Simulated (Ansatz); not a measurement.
`C[Si](C)(C)C#Cc1ccc(-c2ccc(-c3ccc(-c4ccc(C#C[Si](C)(C)C)s4)s3)s2)s1`. Charge 0, multiplicity 1. Geometry PBE-D4/def2-SVP; atoms count from 1.

```xyz
58

C    -0.4004  -11.0668   -5.1763
Si   -2.0149  -10.4597   -4.4019
C    -3.4327  -10.5916   -5.6455
C    -2.4063  -11.4466   -2.8381
C    -1.8220   -8.6803   -3.9413
C    -1.7016   -7.4816   -3.6526
C    -1.5676   -6.1198   -3.3307
C    -1.9645   -4.9987   -4.0681
C    -1.6675   -3.7745   -3.4308
C    -1.0361   -3.9261   -2.1915
C    -0.5929   -2.9074   -1.2740
C     0.0304   -3.0447   -0.0310
C     0.3237   -1.8119    0.5932
C    -0.0678   -0.6989   -0.1562
C     0.0656    0.7003    0.1535
C    -0.3132    1.8135   -0.6021
C    -0.0244    3.0462    0.0246
C     0.5826    2.9085    1.2755
C     1.0168    3.9268    2.1978
C     1.6153    3.7742    3.4532
C     1.9122    4.9980    4.0912
C     1.5483    6.1199    3.3381
C     1.6926    7.4816    3.6561
C     1.8229    8.6801    3.9411
Si    2.0323   10.4589    4.3969
C     3.8337   10.9523    4.1026
C     0.8788   11.4926    3.3138
C     1.5874   10.6582    6.2236
S     0.8246    5.6230    1.8133
S     0.7911    1.2114    1.6657
S    -0.8115   -1.2105   -1.6594
S    -0.8124   -5.6216   -1.8216
H     0.4434  -10.9716   -4.4632
H    -0.1488  -10.4801   -6.0828
H    -0.4857  -12.1342   -5.4687
H    -3.2203   -9.9940   -6.5550
H    -3.5831  -11.6469   -5.9546
H    -4.3817  -10.2219   -5.2072
H    -1.5908  -11.3520   -2.0927
H    -3.3441  -11.0902   -2.3661
H    -2.5284  -12.5232   -3.0789
H    -2.4575   -5.0911   -5.0443
H    -1.9042   -2.7889   -3.8556
H     0.2640   -4.0249    0.4072
H     0.8129   -1.7217    1.5731
H    -0.7889    1.7237   -1.5886
H    -0.2503    4.0266   -0.4174
H     1.8274    2.7880    3.8896
H     2.3814    5.0896    5.0791
H     4.5205   10.3332    4.7146
H     4.1133   10.8206    3.0377
H     3.9958   12.0166    4.3730
H    -0.1798   11.2008    3.4668
H     0.9784   12.5704    3.5599
H     1.1182   11.3622    2.2391
H     2.2426   10.0321    6.8625
H     0.5372   10.3569    6.4124
H     1.7061   11.7152    6.5408
```

Single mean-field runs in def2-SVP are fitted with def2-universal-jkfit.

Question: Estimate the Mulliken populations of the heavy atoms from the PBE0/def2-SVP orbitals of Ansatz.

Answer: 
| atom | charge (e) |
| --- | --- |
| C1 | -0.32 |
| Si2 | 0.53 |
| C3 | -0.33 |
| C4 | -0.33 |
| C5 | -0.40 |
| C6 | 0.15 |
| C7 | -0.18 |
| C8 | 0.05 |
| C9 | -0.04 |
| C10 | -0.08 |
| C11 | -0.07 |
| C12 | -0.02 |
| C13 | -0.02 |
| C14 | -0.08 |
| C15 | -0.08 |
| C16 | -0.02 |
| C17 | -0.02 |
| C18 | -0.07 |
| C19 | -0.08 |
| C20 | -0.04 |
| C21 | 0.05 |
| C22 | -0.18 |
| C23 | 0.15 |
| C24 | -0.40 |
| Si25 | 0.53 |
| C26 | -0.32 |
| C27 | -0.33 |
| C28 | -0.33 |
| S29 | 0.17 |
| S30 | 0.13 |
| S31 | 0.13 |
| S32 | 0.17 |
Mulliken values depend strongly on the basis.

Question: And the Mayer bond orders between heavy atoms (over 0.3)?

Answer: C1–Si2 1.02 (1.89 Å); Si2–C3 1.02 (1.89 Å); Si2–C4 1.02 (1.89 Å); Si2–C5 0.85 (1.85 Å); C5–C6 2.71 (1.24 Å); C6–C7 1.07 (1.41 Å); C7–C8 1.46 (1.40 Å); C7–S32 1.10 (1.76 Å); C8–C9 1.30 (1.41 Å); C9–C10 1.46 (1.40 Å); C10–C11 1.18 (1.44 Å); C10–S32 1.13 (1.75 Å); C11–C12 1.47 (1.40 Å); C11–S31 1.12 (1.75 Å); C12–C13 1.31 (1.41 Å); C13–C14 1.47 (1.40 Å); C14–C15 1.19 (1.44 Å); C14–S31 1.12 (1.75 Å); C15–C16 1.47 (1.40 Å); C15–S30 1.12 (1.75 Å); C16–C17 1.31 (1.41 Å); C17–C18 1.47 (1.40 Å); C18–C19 1.18 (1.44 Å); C18–S30 1.12 (1.75 Å); C19–C20 1.46 (1.40 Å); C19–S29 1.13 (1.75 Å); C20–C21 1.30 (1.41 Å); C21–C22 1.46 (1.40 Å); C22–C23 1.07 (1.41 Å); C22–S29 1.10 (1.76 Å); C23–C24 2.71 (1.24 Å); C24–Si25 0.85 (1.85 Å); Si25–C26 1.02 (1.89 Å); Si25–C27 1.02 (1.89 Å); Si25–C28 1.02 (1.89 Å).
